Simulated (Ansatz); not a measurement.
Reaction (ligand exchange at the In–C bond): `C=[C](C)[InH2]` + `OBF` → `FB[O][InH2]` + propene

Program: Ansatz. Geometries: PBE0-D4/def2-TZVP. ΔE: electronic, gas phase. CBS: MP2 limit from def2 TZ/QZ plus the TZ coupled-cluster correction, frozen cores. This one scheme is used for every species. Functionals use def2-TZVPP. B3LYP here is the variant with VWN-RPA as its local correlation; programs differ in this. HSE06 is defined as in plane-wave codes. def2 core potentials past Kr. For In outer-core shells are correlated without core-valence functions, which leaves a few kJ/mol of doubt a bond. Each species was taken in one conformer, which may not be the lowest.

```
             level  ΔE (kcal/mol)  difference from CCSD(T)/CBS
       LDA (SPW92)          -17.8                          2.5
            PBE-D4          -18.5                          1.8
         revPBE-D4          -18.2                          2.1
           BLYP-D4          -19.9                          0.4
            B97M-V          -21.5                         -1.2
           PBE0-D4          -18.1                          2.2
          B3LYP-D4          -19.7                          0.6
        r2SCANh-D4          -20.5                         -0.2
        r2SCAN0-D4          -19.9                          0.4
          HSE06-D4          -18.0                          2.3
      CAM-B3LYP-D4          -20.6                         -0.3
           ωB97X-V          -20.4                         -0.1
           ωB97M-V          -19.7                          0.6
            B2PLYP          -20.3                          0.0
          PBE-QIDH          -18.6                          1.7
               PBE          -19.1                          1.2
            revPBE          -19.1                          1.2
              BLYP          -21.0                         -0.7
            r2SCAN          -21.1                         -0.8
             B3LYP          -20.7                         -0.4
           r2SCANh          -20.7                         -0.4
             HSE06          -18.6                          1.7
             BHLYP          -20.9                         -0.6
         CAM-B3LYP          -21.2                         -0.9
           LC-ωPBE          -20.3                          0.0
RPA@PBE/def2-TZVPP          -19.2                          1.1
       HF/def2-SVP          -21.6                         -1.3
      MP2/def2-SVP          -21.0                         -0.7
     CCSD/def2-SVP          -21.3                         -1.0
  CCSD(T)/def2-SVP          -21.0                         -0.7
     HF/def2-TZVPP          -21.3                         -1.0
SCS-MP2/def2-TZVPP          -19.3                          1.0
   CCSD/def2-TZVPP          -19.2                          1.1
CCSD(T)/def2-TZVPP          -19.0                          1.3
     HF/def2-QZVPP          -21.7                         -1.4
    MP2/def2-QZVPP          -18.9                          1.4
SCS-MP2/def2-QZVPP          -20.1                          0.2
      HF/CBS(def2)          -21.8                         -1.5
     MP2/CBS(def2)          -19.3                          1.0
    CCSD/CBS(def2)          -20.5                         -0.2
       CCSD(T)/CBS          -20.3                            0
```

Largest T1 diagnostic among the species: 0.016.

At CCSD(T), def2-SVP lies −0.8 kcal/mol from the extrapolated value and def2-TZVPP +1.3 kcal/mol. Leaving LDA and LC-ωPBE aside and taking each functional with its dispersion term where it has one, the values spread over 3.5 kcal/mol, from B97M-V to HSE06-D4. LDA lies +1.3 kcal/mol from PBE without D4. The D4 term adds +1.0 kcal/mol with B3LYP and +0.5 kcal/mol with PBE0; it sums over pairs of atoms, weighted by their polarisabilities, and B3LYP, whose exchange is more repulsive, gets the larger term.

CCSD(T)/CBS has its own doubt, a few kJ/mol and more with outer-core shells, so smaller differences from it don't rank the levels.
